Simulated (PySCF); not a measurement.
Spectrum to structure. The calculation used TDDFT wB97X-D/def2-SVPD, vertical, gas phase, core orbitals frozen in the response in PySCF. Geometries: PBE0-D3(BJ)/def2-SVP, one conformer each.

```tsv
state	E (eV)	λ (nm)	f
S1	5.52	224.6	0.0088
S2	5.65	219.3	0.387
S3	6.06	204.5	0.0068
S4	6.45	192.3	0.0009
S5	6.69	185.3	0.027
S6	6.72	184.5	0.017
S7	6.88	180.3	0.021
S8	6.99	177.3	0.0091
S9	7.13	173.8	0.103
S10	7.21	172.1	0.011
```

Problem. Which structure fits? All have the formula C7H12SSi.
A. `C#C/C(CC)=C(\C)S[SiH3]`
B. `C=CC(C=C)/C=C/S[SiH3]`
C. `C#C/C(CC)=C(/C)S[SiH3]`

Solution. B. Its S1, at 5.52 eV, is the highest among the candidates; the nearest of the others has S1 at 5.00 eV. S1 is HOMO→LUMO+1 (69%), HOMO→LUMO+5 (9%). Löwdin shares by element: HOMO sulfur 43%, carbon 38% or more, silicon 5%; LUMO carbon 67% or more (atoms not listed hold the other 33%). At the same level the other candidates give, for their lowest levels:
- `C#C/C(CC)=C(\C)S[SiH3]`: 5.00 eV (f 0.456); 5.53 eV (f 0.020); 5.62 eV (f 0.021); 5.81 eV (f 0.011); 6.09 eV (f 0.018); T1 3.19 eV; HOMO -8.06, LUMO 0.73 eV
- `C#C/C(CC)=C(/C)S[SiH3]`: 4.82 eV (f 0.023); 5.22 eV (f 0.292); 5.50 eV (f 0.003); 5.82 eV (f 0.012); 6.10 eV (f 0.007); T1 3.27 eV; HOMO -8.42, LUMO 0.62 eV

Shape of the structure used: `[CH2:1]=[CH:2][CH:3]([CH:4]=[CH2:5])/[CH:6]=[CH:7]/[S:8][SiH3:9]`: C1–C2–C3–C4 -131°, C2–C3–C4–C5 19°, C2–C3–C6–C7 117°, C6–C7–S8–Si9 2°.
Triplets come from the Tamm–Dancoff approximation.
